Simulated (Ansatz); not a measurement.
A made-up structure of SiH2O3, closed shell:

O1  (-0.324, -1.643, 1.083)
Si2  (-0.203, -0.371, 0.280)
O3  (1.130, 0.210, -0.435)
O4  (-1.379, 0.682, -0.037)
H5  (1.921, -0.326, -0.325)
H6  (0.608, -1.512, 0.519)
(Å)

It is relaxed with PBE-D4/def2-SVP and then PBE0-D4/def2-TZVP (Ansatz 0.2.0). Atoms count as bonded within 1.22 times the sum of their covalent radii (H–H: 0.88 Å). The end point is not checked to be a true minimum.

Question: Does its bonding change? (Judge from chemistry; the calculation decides.)

Answer: By the calculation: Yes. Formed: none; broken: Si2–H6.

Where it ends: The first stage lowers the energy by 3.28 eV in 8 steps. It ends as SiH₂O₃ ([O][Si]([OH])[OH]):
O1  (-0.201, -1.552, 0.878)
Si2  (-0.263, -0.118, 0.132)
O3  (1.172, 0.304, -0.482)
O4  (-1.507, 0.723, 0.024)
H5  (1.940, -0.262, -0.391)
H6  (0.613, -2.055, 0.924)
(Å)

Labels in which every atom is bracketed show which atoms are joined, not bond orders.

For scale, one of the runs: PBE0-D4/def2-TZVP relaxation, 142 basis functions, launched by `ansatz run in.yaml --threads 2 --pin off --events-out ev --progress --plain --max-ram 4352MiB`. Hardware: 2 CPU threads of an Arm Neoverse V2, shared host. Wall time about 19 s.
